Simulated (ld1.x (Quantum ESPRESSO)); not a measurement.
An all-electron radial function and its pseudo partner (In)

Columns: radius, all-electron u(r) and pseudo u(r) of the 5s shell (level -8.52 eV) of indium in the configuration [Kr] 4d10 5s1.75 5p1.25; PBEsol, scalar-relativistic, TM scheme, ld1.x (Quantum ESPRESSO) 7.5.

```csv
r (bohr),all-electron,pseudo
0.105,-0.1214,0.0155
0.210,0.1684,0.0315
0.315,0.1670,0.0487
0.420,-0.0412,0.0678
0.525,-0.2328,0.0894
0.630,-0.3218,0.1143
0.735,-0.3087,0.1434
0.840,-0.2242,0.1776
0.945,-0.1012,0.2176
1.050,0.0352,0.2640
1.155,0.1689,0.3168
1.260,0.2906,0.3753
1.365,0.3960,0.4374
1.470,0.4835,0.4998
1.575,0.5536,0.5582
1.680,0.6076,0.6083
1.785,0.6472,0.6472
1.890,0.6741,0.6741
1.995,0.6903,0.6903
2.100,0.6974,0.6974
2.205,0.6970,0.6970
2.310,0.6904,0.6904
2.415,0.6789,0.6789
2.520,0.6632,0.6632
2.625,0.6445,0.6445
2.730,0.6234,0.6234
```

Question: How many radial nodes do the two functions have?

Answer: The all-electron 5s function has n − l − 1 = 4 (the table is too coarse to show those close to the nucleus); the pseudo-wave has 0, since the states of the same l below it are removed with the core.

Question: At about which radius was the pseudo-wave matched?

Answer: 1.90 bohr. The columns agree to 0.0005 from 1.78 bohr on; several derivatives are matched, so the curves merge somewhat inside the radius.

Question: Is the pseudo-wave norm-conserving?

Answer: Yes: the TM scheme keeps the norm inside the radius equal to the all-electron one, which fixes the energy derivative of the logarithmic derivative at the level.
